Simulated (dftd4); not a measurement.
H5Si2, doublet, at a GFN2-xTB geometry; D4 for hf in dftd4.

The dftd4 input:
```
$ dftd4 mol.xyz --func hf --charge 0 --json dftd4.json --noedisp --property

# file mol.xyz
7

Si    -0.00694582     0.01102555     1.17502224
Si     0.00576956     0.03676145    -1.09538941
H     -1.16877904    -0.49195748     1.91168064
H      1.16087215    -0.45701581     1.92512387
H      0.02916079    -1.24194353    -1.82537250
H     -1.19026257     0.74313294    -1.57000039
H      1.18547634     0.77876587    -1.55629122
```

Problem. Write the output that dftd4 gives for this input, abridged.

Solution. 
```
                    ____  _____ _____     ____  _  _
      -------------|  _ \|  ___|_   _|---|  _ \| || |------------
     |             | | | | |_    | | ___ | | | | || |_           |
     |             | |_| |  _|   | ||___|| |_| |__   _|          |
     |             |____/|_|     |_|     |____/   |_|            |
     |             ===================================           |
     |            E. Caldeweyher, S. Ehlert & S. Grimme          |
     |          Mulliken Center for Theoretical Chemistry        |
     |                    University of Bonn                     |
      -----------------------------------------------------------

Rational (Becke-Johnson) damping: hf-D4-ATM
---------------------
  s6         1.0000
  s8         1.6168
  s9         1.0000
  a1         0.4496
  a2         3.3574
 alp        16.0000
--------------------

Atomic data, radii in Ångström:
------------------------------------------------------
   Z          R(cov)      r4/r2   hardness         EN
------------------------------------------------------
  14 Si       1.3867     2.5839     0.3054     1.9000
   1 H        0.4267     1.0622     0.4726     2.2000
------------------------------------------------------

Atomic reference systems (in atomic units):
----------------------------------------------------------------------------
   Z        #      CN     q+Z       C6(AA)   #      CN     q+Z       C6(AA)
----------------------------------------------------------------------------
  14 Si     1  0.0000 14.0000     321.4498   2  0.8915 14.0165     270.4983
            3  1.8234 13.9936     236.2774   4  2.8003 13.9692     228.3542
            5  3.6668 13.9341     158.2713
   1 H      1  0.0000  1.0000       7.6362   2  0.8942  1.0000       3.0374
----------------------------------------------------------------------------

Atomic properties (in atomic units):
----------------------------------------------------------------------------
     #    Z              CN          q      C6(AA)        C8(AA)   alpha(0)
----------------------------------------------------------------------------
     1   14 Si       2.7900    -0.0256    227.2876    16257.1228    32.3077
     2   14 Si       3.7040    -0.0719    158.9935    11372.2693    23.3061
     3    1 H        0.9179     0.0155      2.8036       33.8906     2.6188
     4    1 H        0.9179     0.0155      2.8036       33.8906     2.6188
     5    1 H        0.9157     0.0218      2.7075       32.7290     2.5736
     6    1 H        0.9171     0.0223      2.6999       32.6368     2.5699
     7    1 H        0.9171     0.0223      2.6999       32.6368     2.5699
----------------------------------------------------------------------------

Molecular properties (in atomic units):
----------------------------------------
 molecular C6                1279.8959
 molecular C8               68634.0715
----------------------------------------

Dispersion energy:      -1.5606692121608E-02 Eh

[Info] JSON dump of results written to 'dftd4.json'
```
